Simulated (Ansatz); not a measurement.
Species: C5H7Ge, net charge 0, doublet state. It need not be the lowest isomer of its formula. 
Geometry from a B3LYP-D3(BJ)/def2-TZVP (Ansatz, a quantum-chemistry and plane-wave program) optimisation:
```
C
C 1 1.3518
H 2 1.0797 1 126.99
C 2 1.4514 3 125.51 1 -180.00
C 4 1.3295 2 113.76 3 180.00
H 5 1.0783 4 129.40 2 180.00
C 5 1.5140 6 124.84 4 180.00
H 7 1.0959 5 111.51 6 -59.52
H 7 1.0959 8 106.60 5 -121.92
Ge 1 1.9396 2 126.16 3 0.00
H 10 1.5372 1 108.72 2 0.00
H 10 1.5411 11 109.59 1 -120.85
H 10 1.5411 11 109.59 12 -118.30
```
Charge 0, spin multiplicity 2.

Total electronic energies in hartree. Valence correlation only, unless marked. Open shells are spin-unrestricted. No spin-orbit coupling. The frozen core is the preceding noble-gas configuration, with the filled d and f shells of earlier blocks. No relativistic terms. Basis-set limits of correlation are two-point, X^-3; Hartree-Fock from the larger set.

The UHF reference is spin-contaminated (<S^2> 0.50 over the pure value in the largest basis). 

```json
[
 {"level": "HF/6-31G*", "program": "Ansatz", "energy (Eh)": "-2268.38057"},
 {"level": "PBE-D3(BJ)/def2-TZVPD", "program": "Ansatz + dftd3", "energy (Eh)": "___"},
 {"level": "PBE0/6-31G*", "program": "Ansatz", "energy (Eh)": "-2270.82948"},
 {"level": "HSE06-D4/def2-TZVPD", "program": "Ansatz + dftd4", "energy (Eh)": "-2271.17953"},
 {"level": "wB97X-V/def2-TZVPD", "program": "Ansatz", "energy (Eh)": "___"},
 {"level": "B2PLYP-D3(BJ)/def2-TZVPD", "program": "Ansatz + dftd3", "energy (Eh)": "___"},
 {"level": "MP2/cc-pVQZ", "program": "Ansatz", "energy (Eh)": "-2269.69985"},
 {"level": "SCS-MP2/6-31G", "program": "Ansatz", "energy (Eh)": "-2268.68761"},
 {"level": "SCS-MP2/cc-pVTZ", "program": "Ansatz", "energy (Eh)": "-2269.62414"},
 {"level": "SCS-MP2/cc-pVQZ", "program": "Ansatz", "energy (Eh)": "-2269.70058"},
 {"level": "CCSD/6-31G", "program": "Ansatz", "energy (Eh)": "-2268.77163"},
 {"level": "CCSD(T)/6-31G", "program": "Ansatz", "energy (Eh)": "-2268.78992"},
 {"level": "CCSD(T)/6-31G*", "program": "Ansatz", "energy (Eh)": "-2269.14545"},
 {"level": "CCSD(T)/cc-pVTZ", "program": "Ansatz", "energy (Eh)": "-2269.74687"},
 {"level": "CCSD(T)/CBS(cc-pVTZ,cc-pVQZ)", "program": "Ansatz", "energy (Eh)": "-2269.8480"}
]
```

Fill in the missing entries.


- PBE-D3(BJ)/def2-TZVPD, energy (Eh): -2271.11418
- wB97X-V/def2-TZVPD, energy (Eh): -2271.43340
- B2PLYP-D3(BJ)/def2-TZVPD, energy (Eh): -2271.09110
